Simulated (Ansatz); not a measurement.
Cost and result for the atomization energy of `C1[SiH2]SCS1` (11 atoms, 11 bonds).

```xyz
11

C    -0.8969    0.5185   -0.7114
Si   -0.9635   -0.8888    0.5394
S     1.0494   -0.9309    1.2519
C     1.6708    0.3587    0.1116
S     0.7545    0.4778   -1.4254
H    -1.6056    0.3513   -1.5253
H    -1.1133    1.4886   -0.2569
H    -1.3426   -2.1678   -0.1130
H    -1.9205   -0.6212    1.6457
H     1.6713    1.3154    0.6352
H     2.6965    0.0984   -0.1521
```

Total charge 0; spin multiplicity 1. Geometry: relaxed with PBE0-D4/def2-TZVP. Program: Ansatz. All runs use 4 threads of an Arm Neoverse V1 on a shared host. Times are those of one run each, without the atoms' runs, and a repeat can differ threefold. Electronic energies, without spin–orbit coupling; frozen cores. CCSD(T)/CBS adds CCSD(T) − MP2 in def2-TZVPP to the MP2 limit, and its time is that of the two runs behind it. T1 = 0.012. B3LYP takes the VWN-RPA correlation (the form of Gaussian; ORCA's B3LYP/G).

CCSD(T)/CBS is a level of theory with its own doubt, some kJ/mol a heavy atom from the limit and from the frozen cores, so smaller differences don't rank the functionals.

```csv
level,functions,wall time,atomization (kcal/mol),difference from CCSD(T)/CBS,per bond
PBE-D4/def2-TZVPP (with forces),272,3.5 s,950.1,17.6,1.6
PBE0-D4/def2-TZVPP,272,4.7 s,938.3,5.8,0.5
r2SCAN-D4/def2-TZVPP (with forces),272,7 s,936.7,4.2,0.4
B3LYP-D4/def2-TZVPP (with forces),272,7.5 s,927.9,-4.6,-0.4
B2PLYP/def2-TZVPP,272,8 s,916.1,-16.4,-1.5
ωB97X-V/def2-TZVPP,272,11 s,939.0,6.5,0.6
ωB97M-V/def2-TZVPP (with forces),272,16 s,937.9,5.4,0.5
MP2/def2-QZVPP,504,32 s,935.1,2.6,0.2
CCSD(T)/def2-TZVPP,272,3.3 min,904.6,-27.9,-2.5
CCSD(T)/CBS(def2),–,3.8 min,932.5,0.0,0.0
```

The D4 term adds +13.5 kcal/mol with B3LYP and +7.0 kcal/mol with PBE0; it sums over pairs of atoms, weighted by their polarisabilities, and B3LYP, whose exchange is more repulsive, gets the larger term. In def2-TZVPP, CCSD(T) changes the Hartree–Fock value by +231.1 kcal/mol (the triples alone add +16.2 kcal/mol) and MP2 by +245.3 kcal/mol; breaking electron pairs costs correlation energy, which Hartree–Fock lacks. From PBE to PBE0 (25 % exact exchange), in def2-TZVPP and without D4, the atomization energy moves by −10.5 kcal/mol: exact exchange takes away binding that semilocal exchange gives to molecules.
